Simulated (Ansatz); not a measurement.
Results of the Gaussian-basis code of Ansatz.

Basis-set series for `C[Se]P`. Charge 0, multiplicity 1. Geometry: relaxed with PBE0-D4/def2-TZVP. It is one conformer, not always the lowest.

```json
{"functional": "PBE0-D4", "basis": "def2-SVP", "functions": "89", "energy (Eh)": "-2783.13129", "HOMO (eV)": "-6.41", "LUMO (eV)": "-0.21"}
{"functional": "PBE0-D4", "basis": "def2-TZVPP", "functions": "191", "energy (Eh)": "-2783.59275", "HOMO (eV)": "-6.53", "LUMO (eV)": "-0.52"}
{"functional": "ωB97M-V", "basis": "def2-SVP", "functions": "89", "energy (Eh)": "-2783.39711", "HOMO (eV)": "-8.56", "LUMO (eV)": "1.83"}
{"functional": "ωB97M-V", "basis": "def2-TZVPP", "functions": "191", "energy (Eh)": "-2783.86132", "HOMO (eV)": "-8.69", "LUMO (eV)": "1.34"}
```

Task: Give the rows for def2-QZVPP. (Estimate.)

Result: The calculation gave: 
```csv
functional,basis,functions,energy (Eh),HOMO (eV),LUMO (eV)
PBE0-D4,def2-QZVPP,366,-2783.65676,-6.55,-0.61
ωB97M-V,def2-QZVPP,366,-2783.92330,-8.71,1.12
```

Positive LUMOs are unbound and depend on the basis. Scalar relativity is left out up to krypton.
